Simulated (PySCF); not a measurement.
A calculation to check before its numbers are used.

A core-ionisation job on C7H7ClSe, SMILES `C[Se]c1ccc(Cl)cc1`. Method: delta-SCF UKS SCAN, pcX-2 on the ionised atom, pcseg-1 elsewhere, spin-free X2C in PySCF 2.14.0.

Driver input (Å, PBE0-D3(BJ)/def2-SVP geometry):

```
{"job": {"kind": "xps"}, "charge": 0, "multiplicity": 1}
C      2.4743    -0.6691     0.2273
Se     1.4311     0.9542     0.1063
C     -0.3235     0.2239     0.0856
C     -0.6022    -1.1451     0.1407
C     -1.9195    -1.5996     0.1214
C     -2.9677    -0.6869     0.0470
Cl    -4.6051    -1.2523     0.0244
C     -2.7061     0.6825    -0.0093
C     -1.3908     1.1299     0.0102
H      3.5244    -0.3477     0.2488
H      2.3144    -1.3096    -0.6507
H      2.2490    -1.2169     1.1524
H      0.2021    -1.8796     0.1997
H     -2.1355    -2.6685     0.1647
H     -3.5340     1.3911    -0.0679
H     -1.1947     2.2046    -0.0338
```

Output:

```
ground state, core basis on atom 0 (C), 209 functions
  cycle   1  E = -3155.75256762  |g| = 4.45e-01
  cycle   2  E = -3155.72290030  |g| = 5.57e-01
  cycle   3  E = -3155.80211589  |g| = 1.35e-01
  cycle   4  E = -3155.80661792  |g| = 6.32e-02
  cycle   5  E = -3155.80759147  |g| = 2.56e-02
  cycle   6  E = -3155.80778809  |g| = 4.21e-03
  cycle   7  E = -3155.80779216  |g| = 2.75e-03
  cycle   8  E = -3155.80779028  |g| = 7.80e-04
  cycle   9  E = -3155.80779239  |g| = 3.83e-04
  E(ground) = -3155.83388568 Eh
hole in C 1s of atom 0
  cycle   1  E = -3144.52373485  |g| = 1.51e+00
  cycle   2  E = -3139.94437913  |g| = 2.77e+00
  cycle   3  E = -3142.19872902  |g| = 1.53e+00
  cycle   4  E = -3144.05871680  |g| = 1.07e+00
  cycle   5  E = -3145.03472694  |g| = 3.36e-01
  ... (3 cycles left out)
  cycle   9  E = -3145.10523435  |g| = 1.02e-02
  cycle  10  E = -3145.10528381  |g| = 5.72e-03
  cycle  11  E = -3145.10530248  |g| = 2.36e-03
  cycle  12  E = -3145.10530753  |g| = 7.30e-04
  cycle  13  E = -3145.10530546  |g| = 1.95e-04
  E(ion) = -3145.13060365 Eh   <S^2> = 0.7713   hole on atom = 1.000   binding energy = 291.251 eV
ground state, core basis on atom 2 (C), 209 functions
  cycle   1  E = -3155.81120174  |g| = 5.76e-02
  cycle   2  E = -3155.81115388  |g| = 2.09e-02
  cycle   3  E = -3155.81109529  |g| = 2.56e-02
  cycle   4  E = -3155.81126689  |g| = 3.41e-03
  cycle   5  E = -3155.81127088  |g| = 1.18e-03
  cycle   6  E = -3155.81127032  |g| = 2.13e-04
  E(ground) = -3155.83799469 Eh
hole in C 1s of atom 2
  cycle   1  E = -3144.51536026  |g| = 1.53e+00
  cycle   2  E = -3142.19105259  |g| = 2.56e+00
  cycle   3  E = -3144.84574248  |g| = 6.59e-01
  cycle   4  E = -3144.91269006  |g| = 5.83e-01
  cycle   5  E = -3145.10944074  |g| = 1.80e-01
  ... (7 cycles left out)
  cycle  13  E = -3145.12792961  |g| = 2.91e-03
  cycle  14  E = -3145.12792816  |g| = 1.61e-03
  cycle  15  E = -3145.12793792  |g| = 1.11e-03
  cycle  16  E = -3145.12793635  |g| = 8.26e-04
  cycle  17  E = -3145.12793874  |g| = 3.38e-04
  E(ion) = -3145.15350955 Eh   <S^2> = 0.8665   hole on atom = 1.000   binding energy = 290.740 eV
ground state, core basis on atom 3 (C), 209 functions
  cycle   1  E = -3155.80833653  |g| = 5.92e-02
  cycle   2  E = -3155.80816636  |g| = 3.38e-02
  cycle   3  E = -3155.80819653  |g| = 3.18e-02
  cycle   4  E = -3155.80843936  |g| = 6.47e-03
  cycle   5  E = -3155.80845364  |g| = 1.01e-03
  cycle   6  E = -3155.80845299  |g| = 3.58e-04
  E(ground) = -3155.83520285 Eh
hole in C 1s of atom 3
  cycle   1  E = -3144.53884070  |g| = 1.52e+00
  cycle   2  E = -3142.75977080  |g| = 2.29e+00
  cycle   3  E = -3144.87333687  |g| = 6.42e-01
  cycle   4  E = -3144.97754664  |g| = 5.02e-01
  cycle   5  E = -3145.13161318  |g| = 1.17e-01
  ... (8 cycles left out)
  cycle  14  E = -3145.14065497  |g| = 1.56e-03
  cycle  15  E = -3145.14066122  |g| = 9.05e-04
  cycle  16  E = -3145.14066219  |g| = 6.35e-04
  cycle  17  E = -3145.14066391  |g| = 5.28e-04
  cycle  18  E = -3145.14066292  |g| = 2.84e-04
  E(ion) = -3145.16634009 Eh   <S^2> = 0.8131   hole on atom = 1.000   binding energy = 290.315 eV
ground state, core basis on atom 4 (C), 209 functions
  cycle   1  E = -3155.80839263  |g| = 6.07e-02
  cycle   2  E = -3155.80813082  |g| = 4.13e-02
  cycle   3  E = -3155.80832293  |g| = 3.02e-02
  cycle   4  E = -3155.80855121  |g| = 5.64e-03
  cycle   5  E = -3155.80856160  |g| = 9.07e-04
  cycle   6  E = -3155.80855921  |g| = 3.53e-04
  E(ground) = -3155.83547242 Eh
hole in C 1s of atom 4
  cycle   1  E = -3144.53844454  |g| = 1.52e+00
  cycle   2  E = -3142.39448770  |g| = 2.34e+00
  cycle   3  E = -3144.75966429  |g| = 7.53e-01
  cycle   4  E = -3145.03129851  |g| = 4.32e-01
  cycle   5  E = -3145.12069187  |g| = 1.74e-01
  ... (6 cycles left out)
  cycle  12  E = -3145.13722028  |g| = 3.52e-03
  cycle  13  E = -3145.13730593  |g| = 2.53e-03
  cycle  14  E = -3145.13732631  |g| = 1.13e-03
  cycle  15  E = -3145.13732978  |g| = 5.30e-04
  cycle  16  E = -3145.13732548  |g| = 4.67e-04
  E(ion) = -3145.16263789 Eh   <S^2> = 0.8248   hole on atom = 1.000   binding energy = 290.423 eV
ground state, core basis on atom 5 (C), 209 functions
  cycle   1  E = -3155.81022564  |g| = 6.05e-02
  cycle   2  E = -3155.81002003  |g| = 3.57e-02
  cycle   3  E = -3155.81001807  |g| = 3.52e-02
  cycle   4  E = -3155.81033207  |g| = 1.13e-02
  cycle   5  E = -3155.81036774  |g| = 1.37e-03
  cycle   6  E = -3155.81036767  |g| = 3.44e-04
  E(ground) = -3155.83719605 Eh
hole in C 1s of atom 5
  cycle   1  E = -3144.49558819  |g| = 1.53e+00
  cycle   2  E = -3138.88654272  |g| = 3.08e+00
  cycle   3  E = -3140.64617503  |g| = 1.99e+00
  cycle   4  E = -3144.95291857  |g| = 4.83e-01
  cycle   5  E = -3144.80569646  |g| = 6.44e-01
  ... (8 cycles left out)
  cycle  14  E = -3145.10428862  |g| = 2.69e-03
  cycle  15  E = -3145.10432995  |g| = 1.85e-03
  cycle  16  E = -3145.10433933  |g| = 9.25e-04
  cycle  17  E = -3145.10434005  |g| = 6.06e-04
  cycle  18  E = -3145.10434000  |g| = 4.01e-04
  E(ion) = -3145.12777037 Eh   <S^2> = 0.8213   hole on atom = 1.000   binding energy = 291.418 eV
ground state, core basis on atom 6 (Cl), 220 functions
  cycle   1  E = -3155.99166890  |g| = 4.86e-01
  cycle   2  E = -3155.99174839  |g| = 5.23e-02
  cycle   3  E = -3155.99145788  |g| = 5.22e-02
  cycle   4  E = -3155.99192560  |g| = 1.88e-02
  cycle   5  E = -3155.99201752  |g| = 6.87e-03
  cycle   6  E = -3155.99202987  |g| = 1.28e-03
  cycle   7  E = -3155.99202504  |g| = 2.53e-04
  E(ground) = -3156.00429075 Eh
hole in Cl 1s of atom 6
  cycle   1  E = -3050.78459007  |g| = 5.47e+00
  cycle   2  E = -3049.51260209  |g| = 2.58e+00
  cycle   3  E = -3029.42031705  |g| = 3.92e+00
  cycle   4  E = -3051.89037503  |g| = 5.13e-01
  cycle   5  E = -3051.80398821  |g| = 6.40e-01
  ... (3 cycles left out)
  cycle   9  E = -3052.03428506  |g| = 1.49e-02
  cycle  10  E = -3052.03440722  |g| = 3.12e-03
  cycle  11  E = -3052.03441397  |g| = 1.44e-03
  cycle  12  E = -3052.03441716  |g| = 5.19e-04
  cycle  13  E = -3052.03441586  |g| = 1.86e-04
  E(ion) = -3052.05516398 Eh   <S^2> = 0.7525   hole on atom = 1.000   binding energy = 2828.600 eV
hole in Cl 2p of atom 6
  cycle   1  E = -3147.92034418  |g| = 1.71e+00
  cycle   2  E = -3146.17360616  |g| = 1.85e+00
  cycle   3  E = -3147.11768353  |g| = 1.33e+00
  cycle   4  E = -3148.30499135  |g| = 3.58e-01
  cycle   5  E = -3148.35250963  |g| = 2.67e-01
  ... (2 cycles left out)
  cycle   8  E = -3148.39228532  |g| = 9.70e-03
  cycle   9  E = -3148.39233232  |g| = 3.58e-03
  cycle  10  E = -3148.39233702  |g| = 8.70e-04
  cycle  11  E = -3148.39233866  |g| = 6.54e-04
  cycle  12  E = -3148.39233749  |g| = 1.69e-04
  E(ion) = -3148.41277695 Eh   <S^2> = 0.7516   hole on atom = 1.001   binding energy = 206.576 eV
  2p3/2 = 205.973 eV   2p1/2 = 207.628 eV
```

The program numbers atoms from 0. E(ground) and E(ion) are re-evaluated on a finer grid than the cycles, so they differ from the last cycles; that is no fault. The 2p3/2 and 2p1/2 values come from a spin–orbit splitting computed afterwards; their 2:1 mean is the average over the three 2p orbitals and can differ from the one hole solved.

Question: Do all binding energies of this run deserve the same trust?

Answer: No. Every hole passed the driver's convergence checks (|g| < 5e-4, core orbital emptied to over 0.9), but ⟨S²⟩ is 0.866 for C1s on atom 2, against 0.75 for a pure doublet, so the unrestricted ion state holds higher spin components.

Question: What would you do next?

Answer: Recompute such holes with a restricted open-shell or spin-projected scheme and compare; until then these binding energies are doubtful.

On one thread, Arm Neoverse V1 (shared host), this took 2.1 min of wall time.
